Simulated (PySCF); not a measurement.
A small calculation by hand: oscillator strength and radiative lifetime

H₃NO₃S, SMILES S(=O)(N)(O)=O.

Geometry optimised at r2SCAN-D4/def2-SVP. One conformer was computed; it need not be the lowest.

TDA-PBE0/def2-SVPD run with PySCF puts the first singlet state with f over 0.02 at 8.65 eV (vertical), with the transition dipole (0.440, 0.337, 0.000) in atomic units.

Problem. Find the oscillator strength, the wavelength and the radiative lifetime that this transition would have in vacuum if emission retraced absorption.

Solution. 
|μ|² = 0.3072 au, so |μ| = 1.41 D. ΔE = 8.65/27.211 = 0.3179 hartree. f = (2/3) ΔE |μ|² = 0.065 (the program prints 0.065).
λ = 1239.84/8.65 = 143 nm; ν = 69767 cm⁻¹.
Einstein's coefficient A = 0.6670 ν² f s⁻¹ (ν in cm⁻¹) = 2.1e8 s⁻¹, so τ = 1/A = 4.7 ns. This state is S5; the lower singlets have f = 0.000, 0.005, 0.006, 0.007. The figure is the radiative limit of this one transition; relaxation, internal conversion, crossing to triplets and a medium change what is measured.
